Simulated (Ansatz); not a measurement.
Consider the formal exchange of groups at the Se–C bond: `C[Se]C` + `CO[SiH](Cl)OC` → `CO[Si](Cl)(OC)[Se]C` + CH₄.

Computed with Ansatz on PBE0-D4/def2-TZVP structures; ΔE is electronic, products minus reactants. CBS: MP2 limit from def2 TZ/QZ plus the TZ coupled-cluster correction, frozen cores. This one scheme is used for every species. Functionals use def2-TZVPP. B3LYP here is the variant with VWN-RPA as its local correlation; programs differ in this. For Se outer-core shells are correlated without core-valence functions, which leaves a few kJ/mol of doubt a bond. Scalar relativity is left out up to krypton. One conformer a species, not always the lowest.

`C[Se]C`:

Cartesian coordinates in Å:
```
C -0.043 1.155 -0.880
Se 0.688 -0.642 -0.887
C 0.050 -1.162 0.870
H -1.129 1.123 -0.793
H 0.228 1.614 -1.830
H 0.386 1.736 -0.064
H 0.476 -0.514 1.636
H -1.038 -1.125 0.905
H 0.382 -2.185 1.041
```

`CO[SiH](Cl)OC`:

```xyz
13

C     1.819   -1.876   -0.414
O     0.649   -1.308    0.134
Si    0.190    0.232   -0.035
Cl    0.057    0.727   -2.030
O    -1.261    0.334    0.670
C    -2.079    1.483    0.688
H     2.719   -1.364   -0.056
H     1.800   -1.838   -1.507
H     1.863   -2.919   -0.098
H     1.166    1.180    0.546
H    -2.964    1.255    1.283
H    -1.564    2.336    1.142
H    -2.394    1.757   -0.323
```

`CO[Si](Cl)(OC)[Se]C`:

Z-matrix (Å, degrees):
```
C
O 1 1.415
H 1 1.095 2 111.3
H 1 1.094 2 111.0 3 -121.1
H 1 1.091 2 107.9 3 119.8
Si 2 1.629 1 123.6 3 48.1
Se 6 2.245 2 112.8 1 -56.7
O 6 1.621 2 113.7 1 61.9
Cl 6 2.050 2 102.8 1 -178.4
C 7 1.960 6 95.3 2 -56.8
C 8 1.414 6 125.8 2 64.4
H 10 1.088 7 110.4 6 58.0
H 10 1.088 7 109.9 6 -64.2
H 10 1.088 7 106.2 6 176.9
H 11 1.090 8 107.8 6 -178.0
H 11 1.093 8 110.9 6 62.7
H 11 1.094 8 111.3 6 -58.6
```

CH₄:

Z-matrix (Å, degrees):
```
C
H 1 1.090
H 1 1.090 2 109.5
H 1 1.090 2 109.5 3 -120.0
H 1 1.090 2 109.5 3 120.0
```

```
             level  ΔE (kJ/mol)
           ωB97X-V       -115.6
           ωB97M-V       -118.9
            B2PLYP       -110.4
            r2SCAN       -118.2
             B3LYP       -103.7
SCS-MP2/def2-TZVPP       -112.3
SCS-MP2/def2-QZVPP       -114.3
      HF/CBS(def2)        -96.5
```

Question: What does CCSD(T)/CBS give? (Estimate.)

Answer: Ansatz gave: -119.8 kJ/mol. The listed levels differ from it by 4.2, 0.9, 9.4, 1.6, 16.1, 7.5, 5.5, 23.3 kJ/mol.

Largest T1 diagnostic among the species: 0.011.

In def2-TZVPP, CCSD(T) changes the Hartree–Fock value by −15.9 kJ/mol (the triples alone add −3.6 kJ/mol) and MP2 by −22.4 kJ/mol. The D4 term adds −17.1 kJ/mol with B3LYP and −10.1 kJ/mol with PBE0; it sums over pairs of atoms, weighted by their polarisabilities, and B3LYP, whose exchange is more repulsive, gets the larger term.
